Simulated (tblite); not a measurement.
Isomers of C7H12F2O. All values are computed: GFN2-xTB (tblite) harmonic vibrations without scaling, gas phase. The method is semi-empirical: single wavenumbers can be off by several per cent or more. One conformer each.

Electronic energies: GFN2-xTB at the same geometries; isomer energies are rough at this level and their order can be wrong.

| SMILES | electronic energy, lowest = 0 (kJ/mol) |
| --- | --- |
| COC[C@@H](C)[C@H]1[C@H](F)[C@@H]1F | 162.9 |
| CC(C)(C)[C@H](F)CC(=O)F | 35.1 |
| CCO[C@@]1(F)CC[C@@H](F)C1 | 0.0 |

How do GFN2-xTB zero-point energies change the relative energies?

| SMILES | ZPE (kJ/mol) | of it from modes above 1550 cm⁻¹ | electronic (kJ/mol) | with ZPE, lowest = 0 (kJ/mol) | lowest mode (cm⁻¹) | rings |
| --- | --- | --- | --- | --- | --- | --- |
| CCO[C@@]1(F)CC[C@@H](F)C1 | 475.2 | 215.6 | 0.0 | 0.0 | 28 | 1 |
| CC(C)(C)[C@H](F)CC(=O)F | 470.2 | 228.2 | 35.1 | 30.1 | 37 | 0 |
| COC[C@@H](C)[C@H]1[C@H](F)[C@@H]1F | 469.2 | 214.2 | 162.9 | 156.9 | 33 | 1 |

The zero-point energies span 6.0 kJ/mol, from `COC[C@@H](C)[C@H]1[C@H](F)[C@@H]1F` to `CCO[C@@]1(F)CC[C@@H](F)C1`. The order is unchanged.

What do entropy and thermal enthalpy add at 298.15 K and 1 bar (rigid rotor, harmonic oscillator, one conformer each)?

```json
{"SMILES": "CCO[C@@]1(F)CC[C@@H](F)C1", "point group": "C1", "symmetry number": "1", "S (J/(mol K))": "428.4", "H − H(0) (kJ/mol)": "30.08", "ZPE + H − H(0) − TS (kJ/mol)": "377.6"}
{"SMILES": "CC(C)(C)[C@H](F)CC(=O)F", "point group": "C1", "symmetry number": "1", "S (J/(mol K))": "451.9", "H − H(0) (kJ/mol)": "33.48", "ZPE + H − H(0) − TS (kJ/mol)": "368.9"}
{"SMILES": "COC[C@@H](C)[C@H]1[C@H](F)[C@@H]1F", "point group": "C1", "symmetry number": "1", "S (J/(mol K))": "448.3", "H − H(0) (kJ/mol)": "32.80", "ZPE + H − H(0) − TS (kJ/mol)": "368.4"}
```
